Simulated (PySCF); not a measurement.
# Correlation energy of Al (aluminium, neutral)

[Ne] 3s2 4s1, 2S determinant (an excited configuration). Calculation: PySCF 2.14, in aug-cc-pwCVTZ; no relativity, point nucleus. Frozen: [Ne]; 3 electrons correlated.

```json
{"level": "CCSD", "correlation energy (mhartree)": "-46.21"}
{"level": "(T)", "correlation energy (mhartree)": "-0.90"}
{"level": "CCSD(T)", "correlation energy (mhartree)": "-47.11"}
```

Diagnostics: T1 = 0.017, D1 = 0.0394, largest double amplitude 0.095.

Q: Is a single reference adequate?

A: Mostly. T1 lies below 0.03, but a double amplitude of this size points to a near-degeneracy that CCSD handles and MP2 describes poorly.
